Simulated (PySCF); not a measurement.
## Shieldings and the share of exact exchange

Molecule: `InChI=1S/C2H.CH5Si.Al.H/c2*1-2;;/h1H;1H2,2H3;;`.

Bonds (- single, = double, # triple, : aromatic): C1#C2 1.222 Å, C2-Al3 1.915 Å, Al3-C4 1.947 Å, C4-Si5 1.878 Å. C1 carries H6; Al3 carries H7; C4 carries H8, H9; Si5 carries H10, H11, H12.

GIAO shieldings (ppm, equivalent atoms averaged) in PySCF 2.14 on the PBE0-D3(BJ)/def2-SVP geometry, basis pcSseg-2, gas phase, non-relativistic:

```csv
functional,exact exchange (%),σ(C2),σ(C4),σ(Al3),σ(Si5)
BLYP,0,75.5,179.6,296.6,393.1
BP86,0,79.3,184.6,302.8,403.6
PBE,0,78.8,185.0,302.3,406.1
PBE0,25,83.2,191.8,321.0,418.2
mPW1PW91,25,83.0,191.3,322.7,415.9
BHandHLYP,50,84.1,192.3,330.9,419.1
HF,100,94.0,202.1,370.1,448.2
```

Task: Fit each shielding as a line in the percentage of exact exchange.

Result: σ(C2) = 78.1 + 0.16 x (rms 1.4 ppm); σ(C4) = 184.2 + 0.19 x (rms 2.3 ppm); σ(Al3) = 301.5 + 0.68 x (rms 3.2 ppm); σ(Si5) = 401.9 + 0.45 x (rms 4.8 ppm). The functionals also differ in their semilocal parts, which the line can't hold; Hartree–Fock has no correlation at all.

Task: What does the line predict for B3LYP (20 %), and what does the run give?

Result: σ(C2): 81.3 predicted, 79.1 computed; σ(C4): 188.0 predicted, 185.5 computed; σ(Al3): 315.1 predicted, 310.5 computed; σ(Si5): 410.9 predicted, 403.5 computed ppm.
